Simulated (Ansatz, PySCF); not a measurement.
Gas-phase reaction (SMILES): O[Si](O)(F)F + F (HF) → O[Si](F)(F)F [trifluoro(hydroxy)silane] + O (H2O); hydrogen fluoride cleaves one Si-O bond, a model of a ligand-exchange step.

Structures are relaxed separately at B3LYP-D3(BJ)/def2-TZVP in Ansatz (a program for electronic structure), one conformer each, not searched for the lowest. Cores are frozen in the correlated levels unless marked. No spin-orbit coupling. No relativistic terms. CBS(X,Y): correlation extrapolated as X^-3; Hartree-Fock from the larger set. Thermal terms are rigid-rotor harmonic-oscillator values from B3LYP-D3(BJ) frequencies (Ansatz or PySCF) at 298.15 K and 1 atm. 1 Eh = 627.5095 kcal/mol.

```
species       E, CCSD(T)/CBS(cc-pV(T+d)Z,cc-pV(Q+d)Z) (Ansatz) (Eh)  E, PBE0-D4/def2-TZVPD (Ansatz + dftd4) (Eh)  H - E (Eh)  G - E (Eh)
------------  -----------------------------------------------------  -------------------------------------------  ----------  ----------
O[Si](O)(F)F                                             -640.46226                                   -640.78957     0.04180     0.00488
F (HF)                                                   -100.39146                                   -100.39487     0.01259    -0.00713
O[Si](F)(F)F                                             -664.49289                                   -664.81605     0.03005    -0.00588
O (H2O)                                                   -76.37426                                    -76.38102     0.02495     0.00353
```

Question: Work out ΔE and ΔH, ΔG, ΔS and the equilibrium constant at 298.15 K at the first level, then ΔH at the second.

Answer: 
1. ΔE = [(-664.49289) + (-76.37426)] - [(-640.46226) + (-100.39146)] = -0.01343 Eh = -8.4 kcal/mol at CCSD(T)/CBS(cc-pV(T+d)Z,cc-pV(Q+d)Z).
2. The terms H - E add up to 0.00061 Eh, so ΔH = (-0.01343 + (0.00061))×627.5095 = -8.0 kcal/mol.
3. The terms G - E add up to -0.00010 Eh, so ΔG = -8.5 kcal/mol, and ΔS = (0.00061 - (-0.00010))×627509.5/298.15 = 1.5 cal/(mol K).
4. log10 K = -ΔG/(RT ln 10) = 6.2, with RT ln 10 = 1.3642 kcal/mol.
5. At PBE0-D4/def2-TZVPD the same steps give ΔE = -7.9 and ΔH = -7.5 kcal/mol, a shift of +0.5 from the first level.
6. These values are not checked against measurement here, since the tables used lack a sound gas-phase enthalpy of formation for at least one species.
